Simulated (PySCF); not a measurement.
These 2 structures share the formula C3H6BNO2. Method: PySCF 2.14.0, PBE0-D3(BJ)/def2-SVP geometry optimisation, gas phase. One conformer each; no zero-point energy, no entropy. No frequencies were run at this level. Point groups hold within 0.08 Å.

**Question.** Rank from lowest to highest electronic energy at this level (kcal/mol).
A. `[BH3-:1][N+:2]#[C:3][CH2:4][O:5][CH:6]=[O:7]` with C3–C4–O5–C6 91°, C4–O5–C6–O7 0°
B. `[N:1]#[C:2][CH2:3][CH2:4][B:5]([OH:6])[OH:7]` with C2–C3–C4–B5 179°, C3–C4–B5–O6 0°, C4–B5–O6–H 180°, C4–B5–O7–H 0°

**Answer.** B (0.0), A (96.2).

As drawn, the lower has an O–H bond and a B–O bond, which the higher lacks; the higher has a B–N bond, which the lower lacks.

```
           SMILES      E (Eh)  E rel (kcal/mol)  dipole (D)  point group      A, B, C (MHz)
       N#CCCB(O)O  -347.43806               0.0        4.60            –  8023, 1125, 999.1
[BH3-][N+]#CCOC=O  -347.28476              96.2        6.66           C1   6332, 1270, 1164
```

**Question.** How do the relative energies change in single points at PBE0/pcSseg-1 (no added dispersion term) on the same geometries?

**Answer.** 
| SMILES | PBE0-D3(BJ)/def2-SVP (kcal/mol) | PBE0/pcSseg-1 (kcal/mol) | shift |
| --- | --- | --- | --- |
| N#CCCB(O)O | 0.0 | 0.0 | 0.0 |
| [BH3-][N+]#CCOC=O | 96.2 | 96.8 | +0.6 |

Each column counts from its own lowest isomer. The order is unchanged; the largest shift is 0.6 kcal/mol.
